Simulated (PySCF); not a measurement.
# Stretching BiCl

Set-up: basis Bi cc-pVDZ-PP with ECP60, Cl cc-pV(D+d)Z; scalar-relativistic core potentials; PySCF 2.14. Energies in eV from Bi + Cl in their ground configurations at the same level. State: ³Σ⁻ (triplet), unpaired electrons π ↑↑.

```
R (Å)     PBE   B97-3  UHF-MP2    MN15
2.129  -1.930  -1.770   -1.152  -1.877
2.228  -2.604  -2.449   -1.833  -2.503
2.327  -2.974  -2.821   -2.203  -2.830
2.402  -3.110  -2.957   -2.333  -2.935
2.476  -3.157  -3.002   -2.373  -2.954
2.550  -3.138  -2.981   -2.343  -2.909
2.649  -3.039  -2.878   -2.228  -2.778
2.773  -2.841  -2.672   -2.000  -2.543
2.922  -2.545  -2.367   -1.630  -2.209
3.120  -2.126  -1.930   -1.042  -1.744
```

Question: Put a parabola through the three lowest points of the PBE curve and estimate Re, k and ωe (reduced mass 29.96 u; 1 eV/Å² = 0.16022 mdyn/Å; ωe = 1302.8·√(k/μ) cm⁻¹).

Answer: Through R = 2.402, 2.476, 2.55 Å the second-order coefficient is 6.03 eV/Å², so Re ≈ 2.492 Å, k ≈ 1.93 mdyn/Å and ωe ≈ 331 cm⁻¹. A polynomial fit of higher order to the unrounded PBE energies gives Re = 2.488 Å, k = 1.81 mdyn/Å, ωe = 321 cm⁻¹; anharmonicity and rounding make the difference.

The higher-order fit for each curve: PBE: Re = 2.488 Å, ωe = 321 cm⁻¹, De = 3.16 eV; B97-3: Re = 2.486 Å, ωe = 325 cm⁻¹, De = 3.00 eV; UHF-MP2: Re = 2.478 Å, ωe = 333 cm⁻¹, De = 2.37 eV; MN15: Re = 2.457 Å, ωe = 337 cm⁻¹, De = 2.96 eV.

Correlated steps freeze 9 core orbitals. Correlated levels converge slowly with the basis: in double zeta they bind strong bonds too weakly, by up to about 1 eV, and carry superposition errors of some tenths. Spin–orbit coupling is left out, which matters for elements this heavy, above all for dissociation energies. The state is the lowest determinant that a PBE0 search found; another state may lie lower at other levels.
